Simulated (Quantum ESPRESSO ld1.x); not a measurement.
Task: All-electron atom: neutral terbium in [Kr] 4d10 4f9.5 5s1.5 5p6 6s2 (fractional occupations, a model configuration). Method: Dirac Kohn-Sham, revPBE, spin-unpolarised, spherical densities, point nucleus; open shells are shared between the two j in proportion to 2j + 1; computed with ld1.x of Quantum ESPRESSO 7.5. Some entries of the table are withheld. Estimate them.

orbital,occ.,eigenvalue (hartree),<1/r> (bohr^-1)
1s1/2,2,-1903.87,73.13
2s1/2,2,-315.404,17.48
2p1/2,2,-299.684,(1)
2p3/2,4,-272.246,(2)
3s1/2,2,-69.9107,6.380
3p1/2,2,-63.0849,6.293
3p3/2,4,-57.4196,5.761
3d3/2,4,-45.6821,5.640
3d5/2,6,-44.4460,5.508
4s1/2,2,-13.8131,2.662
4p1/2,2,-11.1406,(3)
4p3/2,4,-9.88283,(4)
4d3/2,4,-5.48822,2.150
4d5/2,6,-5.26142,2.105
5s1/2,1.5,-1.74154,1.001
5p1/2,2,-1.02773,0.8755
5p3/2,4,-0.86834,0.8106
6s1/2,2,-0.13556,0.3006
4f5/2,4.07143,-0.10153,1.498
4f7/2,5.42857,-0.07348,1.472
5d3/2,0,-0.05362,0.4159
6p1/2,0,(5),0.2167
5d5/2,0,-0.04662,0.3958
6p3/2,0,(6),0.2019

Result: 
(1) 2p1/2 <1/r> (bohr^-1): 17.45
(2) 2p3/2 <1/r> (bohr^-1): 15.35
(3) 4p1/2 <1/r> (bohr^-1): 2.554
(4) 4p3/2 <1/r> (bohr^-1): 2.372
(5) 6p1/2 eigenvalue (hartree): -0.04833
(6) 6p3/2 eigenvalue (hartree): -0.04094
